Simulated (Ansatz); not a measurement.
One change: `O=COC[SiH3]` becomes `O=CO`.

Ansatz, PBE0-D4/def2-TZVP geometries, multiplicity 1. Each molecule was computed in one conformer, which needn't be the lowest.

```json
{"property": "size of the dipole moment (ωB97M-V/def2-TZVPP) / D", "`O=COC[SiH3]`": "1.79"}
{"property": "HOMO energy (B3LYP/def2-TZVPP) / eV", "`O=COC[SiH3]`": "-8.16"}
{"property": "size of the dipole moment (PBE/def2-TZVPP) / D", "`O=COC[SiH3]`": "1.77"}
{"property": "HOMO energy (PBE/def2-TZVPP) / eV", "`O=COC[SiH3]`": "-6.74"}
{"property": "LUMO energy (ωB97M-V/def2-TZVPP) / eV", "`O=COC[SiH3]`": "2.04"}
{"property": "HOMO energy (ωB97M-V/def2-TZVPP) / eV", "`O=COC[SiH3]`": "-10.71"}
```

Q: What does the change do to each property? (Best estimate.)

A: Ansatz gave: 
| property | `O=CO` | shift |
| --- | --- | --- |
| size of the dipole moment (ωB97M-V/def2-TZVPP) / D | 1.55 | -0.24 |
| HOMO energy (B3LYP/def2-TZVPP) / eV | -8.31 | -0.15 |
| size of the dipole moment (PBE/def2-TZVPP) / D | 1.51 | -0.26 |
| HOMO energy (PBE/def2-TZVPP) / eV | -6.86 | -0.12 |
| LUMO energy (ωB97M-V/def2-TZVPP) / eV | 2.25 | 0.21 |
| HOMO energy (ωB97M-V/def2-TZVPP) / eV | -11.00 | -0.29 |

Dipoles are sizes alone; their direction can turn.

B3LYP here is the variant with VWN-RPA as its local correlation; programs differ in this.
